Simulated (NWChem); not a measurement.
GeHF, singlet; SMILES [F][GeH]

```xyz
3

Ge     0.0450     0.3723     0.0000
H     -1.5580     0.5412     0.0000
F      0.0133    -1.3840     0.0000
```
Atoms are numbered in this order, from 1.

Low-valent species are run as closed-shell singlets; no triplet was tried in these runs. All runs use the structure optimised with PBE0/def2-SVP.

Symmetry labels are those of Cs in the frame above (b1 and b2, or b-type labels, depend on it).

### Question
List the 6 lowest vertical singlet excitations and the 6 lowest triplet ones from B3LYP/def2-SVP, TDA (NWChem).

### Answer
```tsv
state	energy (eV)	oscillator strength	symmetry	leading excitation (squared amplitude)
S1	3.05	0.025	a"	HOMO → LUMO (0.98)
S2	6.07	0.056	a'	HOMO → LUMO+1 (0.91)
S3	6.34	0.039	a"	HOMO−1 → LUMO (0.88)
S4	6.86	0.028	a"	HOMO−3 → LUMO (0.90)
S5	7.44	0.024	a'	HOMO−2 → LUMO (0.85)
S6	8.74	0.715	a'	HOMO → LUMO+2 (0.78)
T1	1.96	spin-forbidden	a"	HOMO → LUMO (0.99)
T2	4.95	spin-forbidden	a'	HOMO → LUMO+1 (0.98)
T3	5.61	spin-forbidden	a"	HOMO−1 → LUMO (0.97)
T4	6.02	spin-forbidden	a'	HOMO−2 → LUMO (0.99)
T5	6.45	spin-forbidden	a"	HOMO−3 → LUMO (0.98)
T6	6.51	spin-forbidden	a'	HOMO → LUMO+2 (0.98)
```
